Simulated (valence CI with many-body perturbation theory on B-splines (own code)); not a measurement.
Forbidden lines of Pr XIX

Level of theory: configuration interaction combined with many-body perturbation theory (CI+MBPT): five valence electrons over a frozen Dirac-Fock core [Kr], a basis of 7 s, 7 p, 8 d, 6 f, 4 g, 1 h functions for each j, with the one-electron correlation potential Σ1, the two-electron term Σ2, the three-electron term Σ3, Breit, model QED; selected CI, second order for the rest, scaled by the run's own slope (own B-spline code, finite nucleus).

No measured spectrum was set against this ion. As an estimate, terms of the open shell hold to 2 to 4 % of their energy, and close levels can change places. Among the levels kept, up to 450 cm⁻¹ of a level comes from second order outside the variational space, and about a tenth of that is noise between levels of different J, which matters for small intervals. The list stops below the first excitations out of the core.

Lines 1 to 50 of 120 in falling wavelength, among levels below 629080 cm⁻¹, chosen from the decays that carry over 1 % of a level's rate. Wavelengths and rates use the calculated energies, so an error of 2000 cm⁻¹ moves a line at 9642 Å by 19 % and its rate by three times that or more. Electric multipoles are in the length gauge, E1 and E2 with the static RPA response of the core. Weak lines are less certain than strong ones. Lines between different terms over intervals too small for the method are left out, as are lines whose strength nearly cancels. Where a level lies close to another of its J and parity, the split of strength between their lines is uncertain. Branching is blank where the lifetime is uncertain.

Names give the largest LS component (configuration and term), which can be under half, so a name can repeat, a term be missing and a line seem to break the LS rules; names also repeat where a configuration has a term twice. Letters in brackets count levels of one name in rising energy.

| λ vac (Å) | Upper | Lower | Type | A (s⁻¹) | Branch % |
| --- | --- | --- | --- | --- | --- |
| 28160 | 4d⁵ ⁴G_11/2 | 4d⁵ ⁴G_7/2 | E2 | 3.30e-08 |  |
| 25220 | 4d⁵ ⁴G_9/2 | 4d⁵ ⁴G_11/2 | M1 | 1.33e+00 | 11.7 |
| 13300 | 4d⁵ ⁴G_9/2 | 4d⁵ ⁴G_7/2 | M1 | 1.00e+01 | 88.1 |
| 10630 | 4d⁵ ²I_13/2 | 4d⁵ ²I_11/2 | M1 | 6.84e+00 | 7.8 |
| 9642 | 4d⁵ ⁴P_1/2 | 4d⁵ ⁴D_3/2 | M1 | 4.89e+01 | 99.9 |
| 8774 | 4d⁵ ²F_7/2 [a] | 4d⁵ ⁴D_7/2 | M1 | 3.60e+00 | 1.0 |
| 8374 | 4d⁵ ²D_3/2 [a] | 4d⁵ ²D_5/2 [a] | M1 | 2.18e+01 | 4.7 |
| 7104 | 4d⁵ ²F_5/2 [a] | 4d⁵ ²F_7/2 [a] | M1 | 1.44e+01 | 1.1 |
| 7039 | 4d⁵ ²G_7/2 [a] | 4d⁵ ²F_5/2 [a] | M1 | 1.53e+01 | 4.2 |
| 6904 | 4d⁵ ⁴D_7/2 | 4d⁵ ⁴G_9/2 | M1 | 1.41e+01 | 5.1 |
| 6720 | 4d⁵ ⁴D_7/2 | 4d⁵ ⁴G_5/2 [b] | M1 | 6.18e+01 | 22.2 |
| 6141 | 4d⁵ ⁴F_3/2 | 4d⁵ ²D_5/2 [a] | M1 | 3.97e+01 | 1.9 |
| 5773 | 4d⁵ ⁴G_7/2 | 4d⁵ ⁴G_5/2 [a] | M1 | 1.01e+02 | 50.5 |
| 5663 | 4d⁵ ²G_9/2 [a] | 4d⁵ ⁴D_7/2 | M1 | 5.03e+01 | 12.3 |
| 5222 | 4d⁵ ²H_9/2 | 4d⁵ ²G_9/2 [a] | M1 | 5.38e+01 | 3.3 |
| 5100 | 4d⁵ ⁴D_3/2 | 4d⁵ ⁴G_5/2 [a] | M1 | 8.09e+01 | 7.1 |
| 5037 | 4d⁵ ⁴F_5/2 | 4d⁵ ⁴F_3/2 | M1 | 2.33e+01 | 1.2 |
| 5004 | 4d⁵ ⁴F_7/2 | 4d⁵ ⁴F_5/2 | M1 | 4.51e+01 | 2.1 |
| 4545 | 4d⁵ ⁴D_7/2 | 4d⁵ ⁴G_7/2 | M1 | 1.09e+02 | 39.0 |
| 4541 | 4d⁵ ²G_7/2 [a] | 4d⁵ ²G_9/2 [a] | M1 | 1.35e+01 | 3.7 |
| 4460 | 4d⁵ ²D_3/2 [b] | 4d⁵ ²F_5/2 [a] | M1 | 9.30e+00 | 1.3 |
| 4359 | 4d⁵ ²G_9/2 [b] | 4d⁵ ²G_7/2 [a] | M1 | 5.10e+01 | 5.8 |
| 4270 | 4d⁵ ⁴F_7/2 | 4d⁵ ²H_9/2 | M1 | 8.49e+01 | 4.0 |
| 4198 | 4d⁵ ²D_5/2 [a] | 4d⁵ ⁴D_3/2 | M1 | 1.45e+01 | 1.1 |
| 4191 | 4d⁵ ⁴D_1/2 | 4d⁵ ⁴P_1/2 | M1 | 3.86e+02 | 52.6 |
| 4133 | 4d⁵ ⁴F_5/2 | 4d⁵ ²D_3/2 [a] | M1 | 1.02e+02 | 5.3 |
| 4091 | 4d⁵ ⁴G_5/2 [b] | 4d⁵ ⁴G_5/2 [a] | M1 | 4.45e+02 | 64.0 |
| 3939 | 4d⁵ ²D_3/2 [a] | 4d⁵ ⁴P_1/2 | M1 | 1.01e+01 | 2.2 |
| 3935 | 4d⁵ ²H_9/2 | 4d⁵ ²F_7/2 [a] | M1 | 2.53e+01 | 1.6 |
| 3926 | 4d⁵ ²F_5/2 [a] | 4d⁵ ⁴D_7/2 | M1 | 6.02e+01 | 4.5 |
| 3874 | 4d⁵ ²G_9/2 [b] | 4d⁵ ²H_9/2 | M1 | 2.40e+02 | 27.3 |
| 3864 | 4d⁵ ²F_7/2 [a] | 4d⁵ ⁴G_9/2 | M1 | 1.64e+02 | 46.9 |
| 3841 | 4d⁵ ²I_11/2 | 4d⁵ ⁴G_9/2 | M1 | 7.25e+01 | 16.5 |
| 3830 | 4d⁵ ²D_5/2 [a] | 4d⁵ ⁴G_7/2 | M1 | 1.79e+02 | 13.9 |
| 3805 | 4d⁵ ²F_7/2 [a] | 4d⁵ ⁴G_5/2 [b] | M1 | 4.72e+01 | 13.5 |
| 3707 | 4d⁵ ²F_7/2 [b] | 4d⁵ ²F_5/2 [a] | M1 | 2.22e+01 | 1.6 |
| 3658 | 4d⁵ ²F_5/2 [b] | 4d⁵ ⁴F_3/2 | M1 | 2.11e+02 | 7.6 |
| 3635 | 4d⁵ ²D_3/2 [b] | 4d⁵ ⁴F_3/2 | M1 | 1.70e+02 | 23.5 |
| 3536 | 4d⁵ ²G_7/2 [a] | 4d⁵ ²F_7/2 [a] | M1 | 1.34e+02 | 36.4 |
| 3467 | 4d⁵ ⁴F_5/2 | 4d⁵ ²F_7/2 [a] | M1 | 3.10e+02 | 16.2 |
| 3363 | 4d⁵ ⁴F_3/2 | 4d⁵ ⁴P_1/2 | M1 | 6.58e+01 | 3.1 |
| 3333 | 4d⁵ ²I_11/2 | 4d⁵ ⁴G_11/2 | M1 | 3.67e+02 | 83.5 |
| 3233 | 4d⁵ ²D_3/2 [a] | 4d⁵ ⁴G_5/2 [b] | M1 | 8.25e+01 | 17.8 |
| 3140 | 4d⁵ ²D_3/2 [b] | 4d⁵ ²D_3/2 [a] | M1 | 8.83e+00 | 1.2 |
| 2996 | 4d⁵ ²D_3/2 [b] | 4d⁵ ⁴D_1/2 | M1 | 3.64e+01 | 5.0 |
| 2994 | 4d⁵ ²F_7/2 [a] | 4d⁵ ⁴G_7/2 | M1 | 7.43e+01 | 21.2 |
| 2921 | 4d⁵ ⁴D_1/2 | 4d⁵ ⁴D_3/2 | M1 | 3.48e+02 | 47.4 |
| 2889 | 4d⁵ ²S_1/2 | 4d⁵ ⁴F_3/2 | M1 | 1.11e+02 | 6.9 |
| 2877 | 4d⁵ ⁴F_7/2 | 4d⁵ ²F_5/2 [a] | M1 | 3.08e+02 | 14.6 |
| 2874 | 4d⁵ ²F_7/2 [b] | 4d⁵ ²G_9/2 [a] | M1 | 2.28e+01 | 1.7 |
